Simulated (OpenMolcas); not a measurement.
## Ca II: from CASSCF to CASPT2

```yaml
Program: OpenMolcas 26.06
Basis: ANO-RCC-VQZP [7s6p3d2f1g]
Scalar_Hamiltonian: DKH2, point nucleus
Active_space: 1 electron in 4 orbitals (4s 4p)
State_averaging: 2S+1 = 2 even, 1 root; 2S+1 = 2 odd, 3 roots
Spin-orbit_coupling: RASSI with atomic mean-field integrals over the reference wave functions, term energies averaged over their components
```

Methods on the same reference wave functions:
A. CASSCF
B. SS-CASPT2, IPEA 0.25 Eh, imaginary shift 0.1 Eh (closed shells correlated: 3s 3p)

Energies in cm-1 above 4s 2S 1/2, the measured ground level; measured values from NIST Handbook of Basic Atomic Spectroscopic Data.

```tsv
Level	A	B	Measured
4s 2S 1/2	0.0	0.0	0.0
4p 2P* 1/2	23556	25211	25192
4p 2P* 3/2	23716	25371	25414
```

Deviations, from unrounded energies. A percentage is the sum of absolute deviations over the sum of measured energies, with the sign that they share, or ± where signs differ.

```
           Against measurement  Levels     A     B
mean absolute deviation (cm-1)       2  1700    32
      other configurations (%)       2  -6.6  ±0.1
```

B lies closest to measurement on these levels. The largest miss of B in the table is 4p 2P* 3/2, by -43 cm-1. The ranking rests on the paired levels alone, and a cruder setting can come out closer through cancelling errors.

The lowest spin-free term lies below A's lowest term by 0.257 hartree in B.

ANO sets are built for ground and valence states and can reach diffuse excited orbitals poorly. With one active electron the reference holds no correlation, so core polarisation is missing (holds for A). With one active electron, CASPT2 adds the correlation within the correlated inactive shells and between them and that electron, and leaves the splitting within a term as the reference gives it (holds for B). Computed and measured levels are paired by configuration, term and J; levels that our copy of the source lacks, or whose pairing is in doubt (as where it misses far off the trend of its configuration), stay unpaired and out of the deviations. Only configurations of the active space appear.

* marks odd parity.
